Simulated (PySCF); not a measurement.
CH₄I₂Si. Atoms are numbered in the order given.

```xyz
8

Si     0.5250    -0.9265     0.0000
C     -0.4152    -2.5429     0.0000
I     -0.0476     0.3580     2.0308
I     -0.0476     0.3580    -2.0308
H      1.9977    -1.1093     0.0000
H     -0.1551    -3.1259     0.8978
H     -0.1551    -3.1259    -0.8978
H     -1.4989    -2.3548     0.0000
```

Geometry optimised at B3LYP-D3(BJ)/def2-SVP. The def2 effective core potentials stand for the cores of I; spin–orbit coupling is left out.

The numbers are results of TDA-LC-ωPBE/def2-SVPD in PySCF, not measurements.

Vertical excitations. The molecule is in vacuum. State labels are in the subgroup Cs.

```
state  symmetry  energy (eV)  λ (nm)      f                                                                main pairs
-----  --------  -----------  ------  -----  ------------------------------------------------------------------------
S1           A"         5.51     225  0.046                                                            HOMO→LUMO 80 %
S2           A'         5.63     220  0.006                                                          HOMO−1→LUMO 82 %
S3           A"         5.66     219  0.000                                                          HOMO−2→LUMO 80 %
S4           A'         5.88     211  0.009                                        HOMO−3→LUMO 72 %, HOMO→LUMO+1 13 %
S5           A'         6.91     179  0.004                      HOMO→LUMO+1 48 %, HOMO→LUMO+4 16 %, HOMO−3→LUMO 16 %
S6           A"         7.04     176  0.001                   HOMO−1→LUMO+1 51 %, HOMO−1→LUMO+4 19 %, HOMO−2→LUMO 8 %
S7           A'         7.17     173  0.018                                    HOMO−2→LUMO+1 53 %, HOMO−2→LUMO+4 18 %
S8           A"         7.41     167  0.020                   HOMO−3→LUMO+1 43 %, HOMO→LUMO+2 22 %, HOMO−3→LUMO+4 9 %
S9           A"         7.58     164  0.007   HOMO−4→LUMO 27 %, HOMO→LUMO+3 19 %, HOMO→LUMO+2 16 %, HOMO−3→LUMO+4 8 %
S10          A"         7.67     162  0.191  HOMO−4→LUMO 30 %, HOMO→LUMO+3 14 %, HOMO−2→LUMO+2 7 %, HOMO−2→LUMO+3 7 %
T1           A"         4.86     255      0                                                            HOMO→LUMO 83 %
T2           A'         5.10     243      0                                                          HOMO−1→LUMO 75 %
T3           A"         5.13     242      0                                                          HOMO−2→LUMO 74 %
T4           A'         5.30     234      0                                        HOMO−3→LUMO 70 %, HOMO→LUMO+1 12 %
```
Triplets are in the Tamm–Dancoff approximation.
